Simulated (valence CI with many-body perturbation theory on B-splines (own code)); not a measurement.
E1 line list for La7+

Calculated by valence CI with perturbative core correlation (CI+MBPT): four valence electrons over a frozen Dirac-Fock core [Kr] 4d10, radial functions for each j: 7 s, 7 p, 7 d, 7 f, 4 g, 2 h, with the one-electron correlation potential Σ1 (screened to all orders), the two-electron term Σ2, the three-electron term Σ3, Breit, model QED; selected single and double excitations, second order for the rest, scaled by the run's own slope (own B-spline code, finite nucleus).

No measured levels were compared; by estimate levels hold to about 250 cm⁻¹ or 0.2 % of their energy and the worst to 1 %, as in measured heavy ions of charge 2 to 7; those with d or f electrons hold less well. Among the levels kept, up to 410 cm⁻¹ of a level comes from second order outside the variational space, and about a tenth of that is noise between levels of different J, which matters for small intervals.

Lines 1 to 50 of 584 in falling wavelength, among levels below 401190 cm⁻¹, chosen from the strongest by gf and those to the six lowest levels. Wavelengths and rates use the calculated energies, so an error of 300 cm⁻¹ moves a line at 196.5 nm by 0.59 % and its rate by three times that or more. Electric multipoles are in the length gauge, E1 and E2 with the static RPA response of the core. Weak lines are less certain than strong ones. Lines between different terms over intervals too small for the method are left out, as are lines whose strength nearly cancels. Where a level lies close to another of its J and parity, the split of strength between their lines is uncertain. The highest levels of a list are the least certain.

Names give the largest LS component (configuration and term), which can be under half, so a name can repeat, a term be missing and a line seem to break the LS rules; names also repeat where a configuration has a term twice. Letters in brackets count levels of one name in rising energy.

| λ vac (nm) | Upper | Lower | A (s⁻¹) | S (a.u.) with core polarisation | S without |
| --- | --- | --- | --- | --- | --- |
| 196.5 | 5s2 5p 6p 3D_1 | 5s2 5p 6s 3P°_1 | 2.94e+08 | 3.30e+00 | 3.42e+00 |
| 191.3 | 5s2 5p 6p 3D_1 | 5s2 5p 6s 3P°_0 | 1.54e+08 | 1.59e+00 | 1.66e+00 |
| 121.6 | 5s 5p3 3P°_2 [a] | 4f 5s2 5p 3G_3 | 3.39e+07 | 1.50e-01 | 1.73e-01 |
| 104.9 | 4f 5s2 5d 3P°_2 | 4f2 5s2 3P_2 | 1.41e+08 | 4.01e-01 | 4.21e-01 |
| 104.0 | 4f2 5s 5p 5G°_5 [a] | 4f2 5s2 1I_6 | 5.33e+07 | 3.25e-01 | 3.43e-01 |
| 102.1 | 4f2 5s 5p 5G°_5 [b] | 4f2 5s2 1I_6 | 6.27e+07 | 3.62e-01 | 3.88e-01 |
| 100.2 | 4f 5s2 5d 1H°_5 | 4f2 5s2 1I_6 | 2.88e+08 | 1.57e+00 | 1.65e+00 |
| 99.46 | 4f 5s2 5d 3F°_4 | 4f2 5s2 1G_4 | 7.85e+07 | 3.43e-01 | 3.56e-01 |
| 99.13 | 4f 5s2 5d 3F°_3 | 4f2 5s2 3F_3 | 1.03e+08 | 3.45e-01 | 3.48e-01 |
| 97.99 | 5s 5p3 3P°_2 [b] | 4f 5s2 5p 3G_3 | 6.68e+07 | 1.55e-01 | 1.70e-01 |
| 96.55 | 4f 5s2 5d 3G°_3 | 4f2 5s2 3H_4 | 1.98e+08 | 6.17e-01 | 6.17e-01 |
| 96.16 | 4f 5s2 5d 3G°_4 | 4f2 5s2 3H_5 | 1.43e+08 | 5.63e-01 | 5.72e-01 |
| 95.30 | 4f 5s2 5d 3G°_5 [a] | 4f2 5s2 3H_6 | 1.55e+08 | 7.28e-01 | 7.44e-01 |
| 92.23 | 4f2 5s 5p 5G°_3 [a] | 4f2 5s2 3F_4 | 1.09e+08 | 2.95e-01 | 3.11e-01 |
| 92.03 | 4f 5s2 5d 1F°_3 | 4f2 5s2 1G_4 | 1.66e+08 | 4.47e-01 | 4.57e-01 |
| 91.75 | 4f 5s2 5d 3G°_5 [b] | 4f2 5s2 3H_6 | 2.10e+08 | 8.81e-01 | 9.43e-01 |
| 91.58 | 4f2 5s 5p 5I°_4 [b] | 4f2 5s2 3H_5 | 1.09e+08 | 3.73e-01 | 4.05e-01 |
| 91.06 | 5s 5p2 5d 5D_3 | 4f 5s 5p2 5F°_3 | 1.46e+08 | 3.82e-01 | 4.47e-01 |
| 90.40 | 5s 5p2 5d 3F_4 | 4f 5s 5p2 3F°_4 [b] | 1.07e+08 | 3.51e-01 | 4.11e-01 |
| 89.61 | 5p4 1D_2 | 5s 5p3 1P°_1 | 2.40e+08 | 4.25e-01 | 5.93e-01 |
| 89.40 | 5s 5p3 5S°_2 | 5s2 5p2 3P_2 | 4.86e+07 | 8.57e-02 | 1.16e-01 |
| 89.39 | 5p4 3P_2 | 5s 5p3 3S°_1 | 2.95e+08 | 5.21e-01 | 7.25e-01 |
| 89.29 | 5s2 5p 5d 3F°_4 [a] | 4f 5s2 5p 3G_5 | 1.01e+08 | 3.19e-01 | 3.32e-01 |
| 89.28 | 5s 5p2 5d 5D_4 | 4f 5s 5p2 5F°_4 | 1.37e+08 | 4.32e-01 | 5.17e-01 |
| 89.16 | 5s 5p2 5d 5F_2 | 5s2 5p 5d 3F°_3 | 1.86e+08 | 3.26e-01 | 3.87e-01 |
| 88.54 | 4f 5s 5p2 5G°_6 | 4f 5s2 5p 3G_5 | 7.06e+07 | 3.14e-01 | 4.22e-01 |
| 88.50 | 5s 5p2 5d 3F_4 | 4f 5s 5p2 3G°_5 [b] | 8.89e+07 | 2.74e-01 | 2.98e-01 |
| 88.43 | 4f2 5s 5p 5G°_5 [b] | 4f2 5s2 3F_4 | 8.09e+07 | 3.04e-01 | 3.94e-01 |
| 88.19 | 5s2 5p 5d 3F°_4 [b] | 4f 5s2 5p 3G_5 | 2.25e+08 | 6.87e-01 | 7.48e-01 |
| 88.04 | 4f2 5s 5p 5H°_7 | 4f2 5s2 3H_6 | 7.22e+07 | 3.65e-01 | 4.76e-01 |
| 87.62 | 4f2 5s 5p 3I°_7 | 4f2 5s2 1I_6 | 6.76e+07 | 3.37e-01 | 4.40e-01 |
| 87.57 | 5s 5p2 5d 5F_1 | 4f 5s 5p2 5G°_2 | 5.28e+08 | 5.25e-01 | 6.10e-01 |
| 87.21 | 5s2 5p 5d 3F°_2 | 4f 5s2 5p 3G_3 | 2.82e+07 | 4.61e-02 | 3.64e-02 |
| 87.18 | 5s 5p3 3D°_1 | 5s2 5p2 1D_2 | 4.36e+07 | 4.28e-02 | 5.78e-02 |
| 86.97 | 4f 5s 5p2 5F°_5 | 4f 5s2 5p 3G_5 | 9.35e+07 | 3.34e-01 | 4.41e-01 |
| 86.82 | 4f2 5s 5p 3I°_5 [c] | 4f2 5s2 1I_6 | 1.39e+08 | 4.95e-01 | 5.73e-01 |
| 86.75 | 4f2 5s 5p 5H°_4 | 4f2 5s2 3H_5 | 1.38e+08 | 4.01e-01 | 4.66e-01 |
| 86.25 | 4f2 5s 5p 5H°_3 | 4f2 5s2 3H_4 | 1.57e+08 | 3.49e-01 | 4.08e-01 |
| 86.03 | 4f2 5s 5p 5G°_5 [a] | 4f2 5s2 3H_5 | 1.12e+08 | 3.87e-01 | 4.67e-01 |
| 85.97 | 4f2 5s 5p 5D°_3 [a] | 4f2 5s2 3F_3 | 1.11e+08 | 2.45e-01 | 2.94e-01 |
| 85.83 | 4f2 5s 5p 5H°_4 | 4f2 5s2 3H_4 | 1.16e+08 | 3.27e-01 | 3.93e-01 |
| 85.69 | 4f 5s 5p2 5D°_4 | 4f 5s2 5p 3G_4 | 9.50e+07 | 2.66e-01 | 3.50e-01 |
| 85.67 | 4f2 5s 5p 5F°_2 | 4f2 5s2 3F_3 | 1.73e+08 | 2.68e-01 | 3.12e-01 |
| 85.65 | 4f2 5s 5p 5G°_6 [a] | 4f2 5s2 3H_6 | 1.43e+08 | 5.74e-01 | 6.86e-01 |
| 85.59 | 5s 5p2 5d 5D_4 | 4f 5s 5p2 5F°_5 | 4.39e+08 | 1.22e+00 | 1.35e+00 |
| 85.02 | 5s 5p2 5d 5F_5 | 4f 5s 5p2 5F°_5 | 1.05e+08 | 3.50e-01 | 4.06e-01 |
| 84.99 | 4f 5s 5p2 3G°_5 [a] | 4f 5s2 5p 1G_4 | 1.02e+08 | 3.40e-01 | 4.54e-01 |
| 84.81 | 5s2 5p 5d 3F°_4 [a] | 4f 5s2 5p 1F_3 | 8.70e+07 | 2.36e-01 | 3.18e-01 |
| 84.58 | 4f 5s 5p2 5F°_5 | 4f 5s2 5p 3F_4 | 1.38e+08 | 4.54e-01 | 6.04e-01 |
| 84.58 | 4f2 5s 5p 5F°_1 | 4f2 5s2 3F_2 | 3.35e+08 | 3.00e-01 | 3.55e-01 |
